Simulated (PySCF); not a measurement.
3-silylprop-2-yn-1-amine (C3H7NSi), SMILES NCC#C[SiH3].

Coordinates come from a PBE0-D3(BJ)/def2-SVP optimisation. The values are those of a single conformer.

Two levels are set side by side: PBE/def2-TZVP (PySCF) and PBE0/def2-TZVP (PySCF). Same geometry, gas phase. Differences are taken from unrounded values.

| quantity | PBE |
|---|---|
| orbital gap (eV) | 4.89 |
| highest occupied level (eV) | -5.92 |
| lowest empty level (eV) | -1.03 |
| dipole moment (D) | 0.44 |
| mean polarisability (bohr³) | 75.1 |

### Question
These are the PBE values. What does PBE0 give? (Estimate from the structure and the level; the computed values follow.)

### Answer

```csv
quantity,PBE0,PBE minus PBE0
orbital gap (eV),7.25,-2.36
highest occupied level (eV),-7.37,1.44
lowest empty level (eV),-0.11,-0.92
dipole moment (D),0.38,0.06
mean polarisability (bohr³),71.9,3.2
```

Without exact exchange PBE keeps part of each electron's self-repulsion, which lifts occupied levels and narrows the gap. PBE's more diffuse valence density responds more strongly to a field. Differences between two approximate levels are no errors against the true value.

Rough cost on one machine, each run with all the roots and properties that it gave: PBE0 against PBE within a factor of 2.
